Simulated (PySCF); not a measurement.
Si(CCH)2(H)(Me) (C5H6Si), SMILES C(#C)[SiH](C#C)C. Atoms are numbered in the order given.

```xyz
12

Si     0.4719     0.3855     0.0000
C     -0.4513     2.0182     0.0000
C      0.0304    -0.5891    -1.4960
C     -0.2685    -1.2135    -2.4972
C      0.0304    -0.5891     1.4960
C     -0.2685    -1.2135     2.4972
H      1.9439     0.6063     0.0000
H     -0.1920     2.6061    -0.8945
H     -1.5382     1.8441     0.0000
H     -0.1920     2.6061     0.8945
H     -0.5315    -1.7689    -3.3791
H     -0.5315    -1.7689     3.3791
```

Geometry: B3LYP-D3(BJ)/def2-SVP.

Two levels are set side by side: PBE/pcSseg-1 (PySCF) and B3LYP/pcSseg-1 (PySCF). GIAO shifts against TMS (²⁹Si), TMS (¹H), TMS (¹³C) at the same level; non-relativistic, no solvent, atoms listed together averaged. Differences are taken from unrounded values.

```csv
quantity,B3LYP,PBE,PBE minus B3LYP
δ(²⁹Si) of Si1 (ppm),-67.8,-69.3,-1.6
δ(¹³C) of C2 (ppm),1.7,1.4,-0.3
"δ(¹³C) of C3, C5 (ppm)",87.1,86.4,-0.8
"δ(¹³C) of C4, C6 (ppm)",102.6,101.6,-1.0
δ(¹H) of H7 (ppm),4.76,5.01,0.25
"δ(¹H) of H11, H12 (ppm)",2.48,2.47,-0.02
```

Rough cost on one machine, each run with all the roots and properties that it gave: B3LYP against PBE within a factor of 2.
